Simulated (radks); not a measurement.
Values are calculated unless marked as measured or tabulated.
Question: The mean radii <r> (bohr) of the occupied orbitals of an atom or ion are listed with their occupations. Code: a radial shooting solver on a logarithmic mesh with Libxc functionals. Model: Dirac Kohn-Sham, PBE, spin-unpolarised, spherical densities, point nucleus.

orbital  occ.      <r>
1s1/2       2  0.02273
2s1/2       2  0.09525
2p1/2       2  0.07962
2p3/2       4  0.08599
3s1/2       2   0.2317
3p1/2       1   0.2190
3p3/2       2   0.2285

Name the element and its charge. Open shells, if any, are shared by 2j + 1.

Answer: Z = 62, samarium, charge +47: Sm47+ in [Ne] 3s2 3p3. The 1s radius gives Z: for a bare nucleus <r> = (2 gamma + 1)/(2Z) with gamma = sqrt(1 - (Z/c)^2), 0.02245 bohr for Z = 62, and screening makes it slightly larger (0.02273 here). The occupations add up to 15, and the charge is Z minus that.
